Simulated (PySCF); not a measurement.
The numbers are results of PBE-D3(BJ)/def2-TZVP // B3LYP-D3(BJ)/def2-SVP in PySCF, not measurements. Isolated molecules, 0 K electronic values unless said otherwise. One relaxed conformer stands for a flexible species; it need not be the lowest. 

Reference species (SMILES): `[OH][Sn]([OH])([OH])[OH]` (neutral, multiplicity 1).

```json
{
  "HOMO": "-7.36 eV",
  "LUMO": "-2.92 eV",
  "HOMO–LUMO gap": "4.44 eV"
}
```

Changed species: `C[CH2][Sn]([OH])([OH])[CH2]C` (2 of 4 OH replaced by C2H5; the reference has 0 of 4 OH replaced by C2H5).

Q: Predict the effect on the HOMO, LUMO and HOMO–LUMO gap.

A: the HOMO increases by 1.21 eV, to -6.15 eV; the LUMO rises by 1.71 eV, to -1.21 eV; the HOMO–LUMO gap goes up by 0.50 eV, to 4.94 eV.
